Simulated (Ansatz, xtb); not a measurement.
**C2H5FSi: which of two isomers lies lower**

We compare X, `C=C[SiH2]F`, a singlet, with Y, `CC[Si]F`, a singlet. Both are isolated molecules in the gas phase, relaxed with BLYP-D3(BJ)/def2-SVP; the shapes shown needn't be the lowest conformers.

X (Å):

```csv
atom,x (Å),y (Å),z (Å)
C,0.9939,-2.9209,-0.0218
C,1.3308,-1.9199,0.8192
F,3.8603,-1.7704,-0.4656
Si,2.9966,-1.0718,0.7502
H,1.6956,-3.2818,-0.7917
H,0.0113,-3.4199,0.0203
H,0.5953,-1.5898,1.5768
H,2.8628,0.3904,0.4482
H,3.7611,-1.2467,2.0277
```

Y (Å):

```xyz
9

C    -0.2946   -1.1053    2.0853
C     1.1825   -1.1182    1.6428
F     0.0860   -1.5992   -0.8289
Si    1.5797   -1.1481   -0.2435
H    -0.8557   -1.9422    1.6254
H    -0.7989   -0.1693    1.7693
H    -0.4017   -1.1841    3.1869
H     1.7647   -0.2813    2.0956
H     1.7047   -2.0364    2.0197
```

Quicker runs give these differences E(Y) − E(X): GFN2-xTB +52.2 kJ/mol; HF/STO-3G −32.1 kJ/mol (at GFN2-xTB geometries); r2SCAN-D4/def2-SVP +50.0 kJ/mol (at GFN2-xTB geometries).

Question: Estimate which is lower in electronic energy at CCSD(T)/def2-TZVP, and by roughly how much.

Answer: The CCSD(T)/def2-TZVP calculation puts structure X lower, by 57.5 kJ/mol.

How the difference moves with the method:

```tsv
level	geometry	E(Y) − E(X) (kJ/mol)	departure from the last row (kJ/mol)	job, with rough time for the two
GFN2-xTB	GFN2-xTB	+52.2	−5.3	optimisation, 0.14 s
HF/STO-3G	GFN2-xTB	−32.1	−89.6	single point, 0.32 s
r2SCAN-D4/def2-SVP	GFN2-xTB	+50.0	−7.5	single point, 3.8 s
BLYP-D3(BJ)/def2-SVP	BLYP-D3(BJ)/def2-SVP	+42.1	−15.4	optimisation, 40 s
HF/def2-TZVP	BLYP-D3(BJ)/def2-SVP	+80.9	+23.5	part of the CCSD(T) run
MP2/def2-TZVP	BLYP-D3(BJ)/def2-SVP	+62.5	+5.0	part of the CCSD(T) run
CCSD(T)/def2-TZVP	BLYP-D3(BJ)/def2-SVP	+57.5		single point, 96 s
```

As drawn, Y has 1 C–C, 2 C–H in place of 1 C=C, 2 Si–H.

HF/STO-3G puts the two in the other order. The largest departure from CCSD(T)/def2-TZVP is that of HF/STO-3G, 89.6 kJ/mol.

With harmonic frequencies from BLYP-D3(BJ)/def2-SVP (ideal gas, rigid rotor, one conformer each, 298.15 K, 1 atm): on the last row, ΔE + ΔZPE = +67.9 kJ/mol. A mode under 50 cm⁻¹ makes harmonic enthalpies and free energies unreliable, so none is given.

The correlated steps freeze 8 core orbitals. Run with Ansatz 0.2.0, xtb 6.7.1; the last row on 2 threads of Arm Neoverse N1 on a shared host.
